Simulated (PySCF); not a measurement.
Frontier orbitals and the lowest excitations

Species: C5H6F2O3.
Cartesian coordinates in Å at the PBE0-D3(BJ)/def2-SVP level; atoms count from 1:
```xyz
16
C5H6F2O3 angstrom
C     -3.585   -0.078   -0.123
C     -2.370   -0.349    0.339
O     -1.262   -0.069   -0.423
C     -0.044   -0.359    0.071
O      0.159   -0.868    1.136
C      1.013    0.082   -0.917
O      2.296   -0.340   -0.571
C      2.892    0.294    0.478
F      3.005    1.619    0.220
F      4.116   -0.212    0.581
H     -4.457   -0.303    0.492
H     -3.733    0.367   -1.109
H     -2.147   -0.794    1.311
H      0.777   -0.355   -1.898
H      0.950    1.178   -1.031
H      2.350    0.173    1.430
```

Method: TDDFT PBE0/def2-SVPD, vertical, gas phase, core orbitals frozen in the response in PySCF.

Frontier orbitals with the atoms that hold most of them (Löwdin shares over 4%, at most four atoms; ? is withheld):

```tsv
orbital	ε (eV)	atoms
HOMO-3	-10.34	O7 29%, O5 14%, C6 11%, F9 10%
HOMO-2	-9.82	O7 48%, O5 24%, C6 5%, O3 5%
HOMO-1	-8.72	?
HOMO	?	?
LUMO	-1.02	C4 28%, O5 21%, C1 16%, C2 12%
LUMO+1	0.31	C2 26%, C1 20%, O3 14%, O5 11%
LUMO+2	0.44	C4 18%, C6 14%, C2 10%, H14 9%
```

Problem. Which atoms hold the HOMO, and with what shares?

Solution. C1 (bonded to C and 2 H) 37%; C2 (bonded to C, O and H) 28%; O3 (bonded to 2 C) 18%; O5 (bonded to C) 5%. By element: carbon 66% or more, oxygen 23% or more.

Problem. Which atoms hold the HOMO-1, and with what shares?

Solution. O5 (bonded to C) 41%; O7 (bonded to 2 C) 17%; C6 (bonded to C, O and 2 H) 11%; C4 (bonded to C and 2 O) 9%. By element: oxygen 58% or more, carbon 19% or more.

Problem. What is the HOMO energy, and the HOMO–LUMO gap?

Solution. ε(HOMO) = -7.85 eV; the gap is 6.83 eV (0.2510 hartree).

Problem. The HOMO–LUMO gap is 6.83 eV. Where does the response calculation put the lowest singlet, and from which orbitals?

Solution. S1 is at 5.76 eV (f = 0.0011), 1.07 eV below the gap, made of HOMO-1→LUMO (84%). Its leading pair isn't HOMO and LUMO; the energies of that pair differ by 7.70 eV. 

Problem. Give energy, strength and leading configuration of S1, S2, S4, S5 and S6, and follow the Löwdin shares of the leading atoms from the occupied to the empty orbital.

Solution. 
- S1 (5.76 eV, f 0.0011), HOMO-1→LUMO (84%): O5 41% → 21%, O7 17% → at most 12%, C4 9% → 28%
- S2 (6.12 eV, f 0.325), HOMO→LUMO (94%): C1 37% → 16%, C2 28% → 12%, C4 at most 5% → 28%, O5 5% → 21%
- S4 (7.34 eV, f 0.0031), HOMO-2→LUMO (78%): O7 48% → at most 12%, O5 24% → 21%, C4 at most 5% → 28%
- S5 (7.53 eV, f 0.219), HOMO→LUMO+1 (86%): C1 37% → 20%, C2 28% → 26%
- S6 (7.73 eV, f 0.0011), HOMO-1→LUMO+1 (86%): O5 41% → 11%, O7 17% → at most 11%, C2 at most 9% → 26%, C1 at most 9% → 20%

Cost: about 2.9 min of CPU time on one thread; the machine was shared, so the figure is rough.

One conformer stands for the species.
